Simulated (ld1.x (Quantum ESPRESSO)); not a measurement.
**Which change was made? (Zn, ultrasoft)**

zinc, ultrasoft, made with ld1.x (Quantum ESPRESSO) 7.5 (LDA (PZ), scalar-relativistic). Core [Ne], reference 3s2 3p6 3d10 4s2 4p0. Waves: 3s (bound): rcut 1.15, rcutus 1.20 bohr; 4s (bound): rcut 1.15, rcutus 1.20 bohr; 3p (bound): rcut 1.00, rcutus 1.15 bohr; 4p (bound, empty): rcut 1.00, rcutus 1.15 bohr; 3d (bound): rcut 1.30, rcutus 1.60 bohr; 3d channel at -0.25 Ry: rcut 1.30, rcutus 1.60 bohr. Local part: all-electron potential smoothed inside 1.25 bohr (lloc = -1). Core correction: none. Augmentation charge: PSQ, inside the norm-conserving radii.

Cutoffs, loose and tight: the cutoffs (Ry, on a coarse ladder) from which the occupation-weighted sum of valence levels, in a spherical-Bessel basis at the reference potential, stays within 10 and 1 mRy of its value at 400 Ry. They do not see the model core or the augmentation charge, which bear on the density cutoff. Test errors are all-electron minus pseudo excitation energies from the reference, over the configurations 3s2 3p6 3d10 4s1 4p0; 3s2 3p6 3d10 4s0 4p0; 3s2 3p6 3d9 4s0 4p0; 3s2 3p6 3d9 4s2 4p0; 3s2 3p6 3d10 4s1.5 4p0; 3s2 3p5 3d10 4s2 4p0; 3s2 3p6 3d10 4s1 4p1 (two spin-polarised tests are not counted in the largest error); variants that change the core or the reference have their own tests. The largest error is taken over the tests solved by every variant that gives reliable tests at all, those not shown here included: 3s2 3p5 3d10 4s2 4p0; 3s2 3p6 3d10 4s0 4p0; 3s2 3p6 3d10 4s1 4p0; 3s2 3p6 3d10 4s1 4p1; 3s2 3p6 3d10 4s1.5 4p0; 3s2 3p6 3d9 4s2 4p0.

The base gives: outcome: generated, overlap not positive; bound ghosts: not determined (overlap not positive); largest test error (meV): +65.

**Question.** After one change the result is: outcome: generated; cutoff, loose: 45 Ry; cutoff, tight: 80 Ry; bound ghosts: none; largest test error (meV): -14 over the solved tests; 3 of 9 tests not solved or not reliable. Which change was it?
A. core [Ar], valence charge 12; reference 3d10 4s0 4p0; waves now 4s (bound): rcut 1.35, rcutus 1.85 bohr; 4s channel at -0.9 Ry: rcut 1.35, rcutus 1.85 bohr; 4p (bound): rcut 1.90, rcutus 2.25 bohr; 4p channel at 0.95 Ry: rcut 1.90, rcutus 2.25 bohr; 3d (bound): rcut 1.25, rcutus 1.55 bohr; 3d channel at -0.25 Ry: rcut 1.25, rcutus 1.55 bohr; local potential all-electron potential smoothed inside 2.20 bohr (lloc = -1); core correction Bessel-smoothed model core, default radius (core density twice the valence density)
B. local potential all-electron potential smoothed inside 1.10 bohr (lloc = -1)
C. waves 3s (bound): rcut 1.00, rcutus 1.06 bohr; 4s (bound): rcut 1.00, rcutus 1.06 bohr

**Answer.** A. The others give: local potential all-electron potential smoothed inside 1.10 bohr (lloc = -1) → outcome: generated; cutoff, loose: 70 Ry; cutoff, tight: 120 Ry; bound ghosts: none; largest test error (meV): +40 | waves 3s (bound): rcut 1.00, rcutus 1.06 bohr; 4s (bound): rcut 1.00, rcutus 1.06 bohr → outcome: generated, overlap not positive; bound ghosts: not determined (overlap not positive); largest test error (meV): +48. A file whose overlap is not positive is unfit for use, and its test errors describe a broken file.
